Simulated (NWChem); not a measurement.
System meant: C$_{4}$H$_{5}$Si, doublet; SMILES [C]1=CC=C[SiH2]1

The following NWChem deck was run.

```
start job
memory heap 200 mb stack 900 mb global 1100 mb
geometry units angstroms noautoz
  C     -1.380073    -0.112085     0.000000
  C     -0.817895    -1.333362     0.000000
  C      0.679973    -1.313301     0.000000
  C      1.298604    -0.097817     0.000000
  Si    -0.055947     1.223501     0.000000
  H     -1.359956    -2.296355     0.000000
  H      1.227745    -2.273091     0.000000
  H      2.393670     0.004912     0.000000
  H     -0.083635     2.091818     1.225919
  H     -0.083635     2.091818    -1.225919
end
basis spherical
  C library def2-svp
  Si library def2-svp
  H library def2-svp
end
dft
  odft
  mult 3
  xc b3lyp
  iterations 150
  mulliken
end
task dft energy
```

End of the output:

```
 ==============================================================================
                                 internuclear angles
 ------------------------------------------------------------------------------
        center 1       |       center 2       |       center 3       |  degrees
 ------------------------------------------------------------------------------
    2 C                |   1 C                |   5 Si               |   110.53
    1 C                |   2 C                |   3 C                |   113.95
    1 C                |   2 C                |   6 H                |   125.91
    3 C                |   2 C                |   6 H                |   120.14
    2 C                |   3 C                |   4 C                |   117.74
    2 C                |   3 C                |   7 H                |   118.95
    4 C                |   3 C                |   7 H                |   123.31
    3 C                |   4 C                |   5 Si               |   107.31
    3 C                |   4 C                |   8 H                |   122.33
    5 Si               |   4 C                |   8 H                |   130.35
    1 C                |   5 Si               |   4 C                |    90.46
    1 C                |   5 Si               |   9 H                |   113.42
    1 C                |   5 Si               |  10 H                |   113.42
    4 C                |   5 Si               |   9 H                |   114.63
    4 C                |   5 Si               |  10 H                |   114.63
    9 H                |   5 Si               |  10 H                |   109.35
 ------------------------------------------------------------------------------
                            number of included internuclear angles:         16
 ==============================================================================

 Summary of "ao basis" -> "" (spherical)
 ------------------------------------------------------------------------------
       Tag                 Description            Shells   Functions and Types
 ---------------- ------------------------------  ------  ---------------------
 C                          def2-svp                 6       14   3s2p1d
 Si                         def2-svp                 8       18   4s3p1d
 H                          def2-svp                 3        5   2s1p

                                 NWChem DFT Module
                                 -----------------

 Summary of "ao basis" -> "ao basis" (spherical)
 ------------------------------------------------------------------------------
       Tag                 Description            Shells   Functions and Types
 ---------------- ------------------------------  ------  ---------------------
 C                          def2-svp                 6       14   3s2p1d
 Si                         def2-svp                 8       18   4s3p1d
 H                          def2-svp                 3        5   2s1p

      Symmetry analysis of basis
      --------------------------

        a'         70
        a"         29

  number of electrons :                   43
  multiplicity        :                    3
 ------------------------------------------------------------------------
  no. of electrons and multiplicity not compatible                  43
 ------------------------------------------------------------------------
 ------------------------------------------------------------------------
  current input line :
    27: task dft energy
 ------------------------------------------------------------------------
 ------------------------------------------------------------------------
 There is an error in the input file
 ------------------------------------------------------------------------
 For more information see the NWChem manual at https://nwchemgit.github.io

0: no. of electrons and multiplicity not compatible:Received an Error in Communication
```

Task: Find the fault in this run and fix the input.

Result: The program refused the input. Cause: the multiplicity doesn't fit the number of electrons (an even count wants an odd multiplicity, and the reverse). This input runs:
```
start job
memory heap 200 mb stack 900 mb global 1100 mb
geometry units angstroms noautoz
  C     -1.380073    -0.112085     0.000000
  C     -0.817895    -1.333362     0.000000
  C      0.679973    -1.313301     0.000000
  C      1.298604    -0.097817     0.000000
  Si    -0.055947     1.223501     0.000000
  H     -1.359956    -2.296355     0.000000
  H      1.227745    -2.273091     0.000000
  H      2.393670     0.004912     0.000000
  H     -0.083635     2.091818     1.225919
  H     -0.083635     2.091818    -1.225919
end
basis spherical
  * library def2-svp
end
dft
  odft
  mult 2
  xc b3lyp
  iterations 150
  mulliken
end
task dft energy
```
It converges to -444.61234 Ha (B3LYP/def2-SVP, spin-unrestricted).
